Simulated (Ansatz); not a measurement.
`C=NB(C)F`, one more setting.

```yaml
crystal:
  periodic: [false, false, false]
  atoms:
    - {symbol: C, position_ang: [0.503178, 1.528838, 1.293922]}
    - {symbol: N, position_ang: [-0.149597, 0.755430, 0.606877]}
    - {symbol: B, position_ang: [-0.624629, -0.000672, -0.419751]}
    - {symbol: C, position_ang: [0.000770, -1.386377, -0.864013]}
    - {symbol: F, position_ang: [-1.723371, 0.430476, -0.984475]}
    - {symbol: H, position_ang: [1.219877, 2.234301, 0.811302]}
    - {symbol: H, position_ang: [0.409219, 1.704338, 2.406071]}
    - {symbol: H, position_ang: [-0.705053, -2.214314, -0.727630]}
    - {symbol: H, position_ang: [0.341293, -1.321216, -1.893423]}
    - {symbol: H, position_ang: [0.901814, -1.692293, -0.312697]}
basis:
  gaussian: {orbitals: def2-SVP}
hamiltonian: {xc: {name: CAM-B3LYP}}
output: {forces: true}
```

```sh
$ ansatz run in.yaml --threads 2 --pin off --events-out ev --progress --plain --max-ram 4352MiB
```

Shortened log:

```
Functional definition: CAM-B3LYP
964 factors; integrals over basis functions are off by at most 1.1e-3 eV
263 factors; integrals over basis functions are off by at most 1.3e-5 eV
mean field evaluation 1: about -7026.0826 eV, gradient 5.3e1 eV
mean field evaluation 2: about -7025.6861 eV, gradient 5.6e1 eV
mean field evaluation 4: about -7032.0343 eV, gradient 2.2e0 eV
mean field evaluation 8: about -7032.2290 eV, gradient 2.3e-1 eV
mean field evaluation 16: about -7032.2291 eV, gradient 3.5e-5 eV
mean field -7032.22905802 eV, -258.4296512660 hartree, gradient 3.5e-5 eV, S^2 0.000000; 0 other end points of the search recorded, 0 dependent functions left out
reference -7032.22916510 eV, -258.4296552015 hartree; 19, 19 occupied and 76, 76 virtual orbitals, 964 factors
Total energy: -7032.22916510 eV, -258.4296552015 hartree
Atom 0 at     0.503178     1.528838     1.293922 Å, force     1.047846     2.012378     0.907443 eV/Å
Atom 1 at    -0.149597     0.755430     0.606877 Å, force    -0.082965    -0.685410     0.522445 eV/Å
Atom 2 at    -0.624629    -0.000672    -0.419751 Å, force     0.569808    -1.356807     0.054736 eV/Å
Atom 3 at     0.000770    -1.386377    -0.864013 Å, force     0.448752     0.204584     0.702586 eV/Å
Atom 4 at    -1.723371     0.430476    -0.984475 Å, force    -1.368291     0.394295    -1.009535 eV/Å
Atom 5 at     1.219877     2.234301     0.811302 Å, force     0.052174    -0.138824     0.197253 eV/Å
Atom 6 at     0.409219     1.704338     2.406071 Å, force    -0.165916    -0.553191    -0.636232 eV/Å
Atom 7 at    -0.705053    -2.214314    -0.727630 Å, force    -0.275964    -0.005940    -0.317600 eV/Å
Atom 8 at     0.341293    -1.321216    -1.893423 Å, force    -0.223183    -0.113028    -0.684712 eV/Å
Atom 9 at     0.901814    -1.692293    -0.312697 Å, force    -0.002261     0.241944     0.263616 eV/Å
Dipole moment:     0.392236     0.130122     0.248723 e Å
```

It took 1.8 s on 2 threads of an AMD EPYC 7B13 on a shared host, with 0.2 GiB of host memory at the peak.
